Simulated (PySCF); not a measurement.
selenium hexafluoride (F6Se), SMILES F[Se](F)(F)(F)(F)F. Atoms are numbered in the order given.

```xyz
7

F      0.0000    -1.7169     0.0000
Se     0.0000     0.0000     0.0000
F      1.7169     0.0000     0.0000
F      0.0000     0.0000     1.7169
F     -1.7169     0.0000     0.0000
F      0.0000     0.0000    -1.7169
F      0.0000     1.7169     0.0000
```
Charge 0, spin multiplicity 1.

Coordinates come from a B3LYP-D3(BJ)/def2-SVP optimisation.

Calculation: B3LYP-D3(BJ)/def2-SVP (PySCF).

Frequencies are harmonic and unscaled.

Modes within 1.5 cm⁻¹ of each other (mostly degenerate sets) share a row, with their intensities summed.

```tsv
mode	ν (cm⁻¹)	IR (km/mol)	Raman (Å⁴/amu)	depolarisation	moving atoms (share of kinetic energy)
1–3	257	0.0	0.0	–	F 100 %
4–6	380	0.0	7.8	0.75	F 100 %
7–9	424	158.5	0.0	–	F 75 %, Se 25 %
10–11	658	0.0	9.0	0.75	F 100 %
12	691	0.0	22.4	0.00	F 100 %
13–15	778	471.9	0.0	–	F 66 %, Se 34 %
```
